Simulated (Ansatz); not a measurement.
`BN[SiH2]O` and `O[SiH2]N[SiH2]Cl` differ in one atom or group.

Ansatz, PBE0-D4/def2-TZVP geometries, multiplicity 1. Each molecule was computed in one conformer, which needn't be the lowest.

```json
{"property": "HOMO energy (PBE/def2-TZVPP) / eV", "`BN[SiH2]O`": "-7.42"}
{"property": "HOMO energy (PBE0/def2-TZVPP) / eV", "`BN[SiH2]O`": "-8.82"}
{"property": "HOMO–LUMO gap (PBE0/def2-TZVPP) / eV", "`BN[SiH2]O`": "8.55"}
{"property": "HOMO–LUMO gap (B3LYP/def2-TZVPP) / eV", "`BN[SiH2]O`": "8.07"}
{"property": "size of the dipole moment (ωB97M-V/def2-TZVPP) / D", "`BN[SiH2]O`": "0.86"}
{"property": "LUMO energy (ωB97M-V/def2-TZVPP) / eV", "`BN[SiH2]O`": "1.58"}
```

**Question.** What does the change do to each property? (Best estimate.)

**Answer.** Ansatz gave: 
| property | `O[SiH2]N[SiH2]Cl` | shift |
| --- | --- | --- |
| HOMO energy (PBE/def2-TZVPP) / eV | -6.89 | 0.53 |
| HOMO energy (PBE0/def2-TZVPP) / eV | -8.28 | 0.54 |
| HOMO–LUMO gap (PBE0/def2-TZVPP) / eV | 8.45 | -0.10 |
| HOMO–LUMO gap (B3LYP/def2-TZVPP) / eV | 7.94 | -0.13 |
| size of the dipole moment (ωB97M-V/def2-TZVPP) / D | 2.03 | 1.17 |
| LUMO energy (ωB97M-V/def2-TZVPP) / eV | 1.73 | 0.15 |

With PBE0 the HOMO rises by 0.54 eV and the LUMO rises by 0.44 eV, so the gap narrows by about 0.10 eV. PBE moves the HOMO by 0.53 eV and ωB97M-V by 0.56 eV. Dipoles are sizes alone; their direction can turn.

B3LYP here is the variant with VWN-RPA as its local correlation; programs differ in this.
